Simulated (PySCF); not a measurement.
A structure optimised at PBE-D3(BJ)/def2-SVP, used in a PySCF frequency run:

```
Si
H 1 1.5044
H 1 1.5066 2 108.57
C 1 1.9157 2 110.40 3 118.22
H 4 1.1101 1 107.82 2 -167.00
H 4 1.1105 5 106.50 1 -115.72
C 4 1.5440 5 108.54 6 -118.44
H 7 1.1116 4 110.79 5 59.18
H 7 1.1122 8 105.99 4 120.00
C 7 1.4647 8 107.99 9 115.11
N 10 1.1713 9 149.98 7 177.19
Si 1 2.3548 2 109.71 3 -120.06
H 12 1.5046 1 111.08 2 61.38
H 12 1.5066 13 108.73 1 121.57
H 12 1.5079 13 108.68 14 117.39
```
Charge 0, spin multiplicity 1.

Q: Write its SMILES and formula.

A: N#CCC[SiH2][SiH3], C₃H₉NSi₂

Q: What are its rotational constants (standard atomic weights)?

A: 3.0276, 1.2476, 1.1052 GHz
